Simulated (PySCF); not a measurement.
Species: C6H5F3NP.
Atom-mapped SMILES: `[CH3:1][c:2]1[cH:3][cH:4][p:5][c:6]([C:7]([F:8])([F:9])[F:10])[n:11]1`

Definitions: NICS(0) = −σiso at the ring centroid; NICS(1) = −σiso and NICS(1)zz = −σzz at ±1 Å along the ring normal z. Level: GIAO PBE0/pcSseg-1 (PySCF, non-relativistic, gas phase) on the GFN2-xTB geometry, one conformer.

Ring bond lengths (Å), with Mayer bond orders in brackets: C2–C3 1.400 (1.29), C3–C4 1.374 (1.50), C4–P5 1.745 (1.24), P5–C6 1.750 (1.29), C6–N11 1.312 (1.45), N11–C2 1.320 (1.50).

**Question.** Give the NICS values of each ring in ppm.

**Answer.** 
```csv
ring,type,NICS(0),"NICS(1), two faces","NICS(1)zz, two faces",rms pucker (Å),"centre to ring atoms, mean (Å)"
C2–C3–C4–P5–C6–N11,6-membered ring with N and P; formal bonds all aromatic,-6.8,-10.7 / -10.7,-25.4 / -25.5,0.00,1.47
```

**Question.** What can be read from them?

**Answer.** 
- C2–C3–C4–P5–C6–N11: mean NICS(1)zz -25.4 ppm, shielded.

**Question.** What does the geometric index give? HOMA = 1 − mean of α(R − Ropt)² over the ring bonds, with Krygowski's 1993 parameters (CC: Ropt 1.388 Å, α 257.7 Å⁻²; CN: Ropt 1.334 Å, α 93.52 Å⁻²; CP: Ropt 1.698 Å, α 118.91 Å⁻²).

**Answer.** 
- C2–C3–C4–P5–C6–N11: HOMA 0.88; the largest term is that of P5–C6, α(R − Ropt)² = 0.32.

**Question.** At the first NICS(1) probe listed for ring C2–C3–C4–P5–C6–N11, 1 Å off the ring, how large is the induced field along the normal in 7.05 T applied along it?

**Answer.** NICSzz × B0 = -25.4 ppm × 7.05 T = -179 μT, against the applied field.

**Question.** What are the shieldings of the ring atoms and their hydrogens in the same run (means over atoms taken as equivalent)?

**Answer.** 
```tsv
atoms	environment	σ isotropic (ppm)
C2	substituted aromatic carbon	23.6
C3	aromatic CH carbon	56.6
C4	aromatic CH carbon	11.2
P5	phosphorus bonded to 2 C	117.7
C6	substituted aromatic carbon	-6.6
N11	pyridine-type nitrogen	-106.8
H on C3	aromatic hydrogen	23.90
H on C4	aromatic hydrogen	21.99
```

Shape of the structure used: `[CH3:1][c:2]1[cH:3][cH:4][p:5][c:6]([C:7]([F:8])([F:9])[F:10])[n:11]1`: P5–C6–C7–F8 126°.
